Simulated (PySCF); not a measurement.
PySCF 2.14 output of an unrestricted PBE0 calculation on a single atom or ion in x2c-QZVPPall with one added diffuse shell each of s, p, d, f type (14s10p8d5f1g, 128 functions), with scalar relativity by spin-free X2C-1e:

```
SCF conv_tol = 1e-09
number electrons alpha = 26  beta = 23
    C. Adamo and V. Barone.,  J. Chem. Phys. 110, 6158 (1999)
    M. Ernzerhof and G. E. Scuseria.,  J. Chem. Phys. 110, 5029 (1999)
cycle= 1 E= -5880.36445882131  delta_E= -0.0181  |g|= 0.0217  |ddm|= 0.569
cycle= 2 E= -5880.36465560519  delta_E= -0.000197  |g|= 0.0084  |ddm|= 0.194
cycle= 3 E= -5880.36469871068  delta_E= -4.31e-05  |g|= 0.00405  |ddm|= 0.0615
cycle= 4 E= -5880.36471973624  delta_E= -2.1e-05  |g|= 0.00108  |ddm|= 0.0389
cycle= 5 E= -5880.36473190447  delta_E= -1.22e-05  |g|= 0.000488  |ddm|= 0.0317
cycle= 6 E= -5880.36473689835  delta_E= -4.99e-06  |g|= 0.00012  |ddm|= 0.0261
cycle= 7 E= -5880.36473707938  delta_E= -1.81e-07  |g|= 2.25e-05  |ddm|= 0.00403
cycle= 8 E= -5880.3647370818  delta_E= -2.42e-09  |g|= 3.75e-06  |ddm|= 0.00124
cycle= 9 E= -5880.36473708188  delta_E= -7.82e-11  |g|= 5.02e-07  |ddm|= 0.000303
converged SCF energy = -5880.36473708188  <S^2> = 3.7513424  2S+1 = 4.0006711
```

The run itself started from symmetry-adapted Hartree-Fock orbitals and held the occupation by maximum overlap, on a logarithmic radial grid, so the iterations belong to that start.

Question: Which element, charge and spin multiplicity is this?

Answer: In (indium, neutral), multiplicity 4; the state was [Kr] 4d10 5s1 5p1 6s1, high-spin 4P determinant (an excited configuration).

The outer electron is Rydberg-like, and this basis confines it to a smaller radius and binds it less than a complete one would.
